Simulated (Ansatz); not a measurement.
`CCCNCCC`, relaxed with RKS PBE0-D4/def2-TZVP in Ansatz 0.2.0 from a PBE-D4/def2-SVP geometry. The force threshold is 0.005 eV/Å; the program also tests the step.

Total charge 0; spin multiplicity 1.

Start:

```xyz
22

C     2.214    1.693    1.139
C     1.165    2.203    0.148
C    -0.195    1.510    0.284
N    -0.095    0.079    0.043
C    -1.344   -0.650    0.203
C    -1.173   -2.152   -0.039
C    -0.807   -2.519   -1.480
H     3.205    2.161    0.969
H     2.321    0.594    1.055
H     1.912    1.915    2.185
H     1.533    2.064   -0.896
H     1.017    3.298    0.266
H    -0.578    1.655    1.321
H    -0.942    2.018   -0.386
H     0.276   -0.075   -0.904
H    -1.700   -0.485    1.245
H    -2.167   -0.262   -0.461
H    -0.393   -2.530    0.657
H    -2.122   -2.660    0.241
H     0.181   -2.108   -1.776
H    -0.747   -3.618   -1.616
H    -1.561   -2.133   -2.199
```

(1) By how much does the energy fall, and how many steps does the optimiser take? (An estimate is asked.)

(2) Which bonds change most? (An estimate is asked.)

(3) Give the relaxed structure. (An estimate is asked.)

Results:

(1) Computed: 8.90 kJ/mol, in 7 steps.

(2) Ansatz gave: C5–H17 from 1.127 to 1.107 Å; C3–H14 from 1.125 to 1.105 Å; C3–H13 from 1.115 to 1.097 Å; C7–H20 from 1.111 to 1.093 Å.

(3) Ansatz gave: 
```xyz
22

C     2.205    1.710    1.122
C     1.151    2.172    0.130
C    -0.187    1.474    0.302
N    -0.084    0.052    0.052
C    -1.338   -0.652    0.211
C    -1.194   -2.142   -0.043
C    -0.789   -2.483   -1.468
H     3.161    2.209    0.949
H     2.360    0.632    1.048
H     1.895    1.929    2.147
H     1.507    2.009   -0.895
H     0.993    3.251    0.225
H    -0.536    1.608    1.334
H    -0.941    1.959   -0.344
H     0.270   -0.091   -0.887
H    -1.678   -0.494    1.241
H    -2.133   -0.246   -0.443
H    -0.460   -2.549    0.659
H    -2.152   -2.620    0.185
H     0.216   -2.121   -1.703
H    -0.781   -3.563   -1.629
H    -1.483   -2.045   -2.192
```
